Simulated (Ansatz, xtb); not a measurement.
## Two isomers of C3H5BrF2

We compare X, `CC(F)(F)CBr`, a singlet, with Y, `FC(F)CCBr`, a singlet. Both are isolated molecules in the gas phase, relaxed with r2SCAN-D4/def2-SVP, each in the lowest conformer that the search found.

Quicker runs give these differences E(Y) − E(X): GFN2-xTB +0.060 eV; HF/STO-3G +0.163 eV (at GFN2-xTB geometries); r2SCAN-D4/def2-SVP//GFN2-xTB +0.173 eV.

Q: Estimate E(Y) − E(X) at the level CCSD(T)/def2-SVP + ΔMP2/def2-TZVPP.

A: Calculated at CCSD(T)/def2-SVP + ΔMP2/def2-TZVPP: E(Y) − E(X) = +0.141 eV, so structure X lies lower.

How the difference moves with the method:

| level | geometry | E(Y) − E(X) (eV) | departure from the last row (eV) | job, with rough time for the two |
| --- | --- | --- | --- | --- |
| GFN2-xTB | GFN2-xTB | +0.060 | −0.080 | optimisation, 0.25 s |
| HF/STO-3G | GFN2-xTB | +0.163 | +0.022 | single point, 1 s |
| r2SCAN-D4/def2-SVP//GFN2-xTB | GFN2-xTB | +0.173 | +0.032 | single point, 5.2 s |
| r2SCAN-D4/def2-SVP | r2SCAN-D4/def2-SVP | +0.175 | +0.034 | optimisation, 42 s |
| HF/def2-SVP | r2SCAN-D4/def2-SVP | +0.092 | −0.049 | part of the CCSD(T) run |
| MP2/def2-SVP | r2SCAN-D4/def2-SVP | +0.144 | +0.003 | part of the CCSD(T) run |
| CCSD(T)/def2-SVP | r2SCAN-D4/def2-SVP | +0.145 | +0.004 | single point |
| CCSD(T)/def2-SVP + ΔMP2/def2-TZVPP | r2SCAN-D4/def2-SVP | +0.141 |  | single point, 83 s |

As drawn, both hold the same kinds of bond in the same numbers. Structure X has 1 methyl group, Y 0.

None of the levels shown reverses the order. The largest departure from CCSD(T)/def2-SVP + ΔMP2/def2-TZVPP is that of GFN2-xTB, 0.080 eV. The last row adds to CCSD(T) the change of the MP2 difference between the two basis sets, here −0.004 eV.

With thermal terms from frequencies at re-optimised GFN2-xTB minima (ideal gas, soft modes damped towards free rotors, one conformer each, 298.15 K, 1 atm): the zero-point term adds +0.032 eV; ΔH is +0.164 and ΔG +0.167 eV.

The correlated steps freeze 14 core orbitals; the filled d shell of Br is correlated, in a basis made for valence electrons. Run with Ansatz 0.2.0, xtb 6.7.1; the last row on 2 threads of Intel(R) Xeon(R) Processor @ 2.70GHz on a shared host.
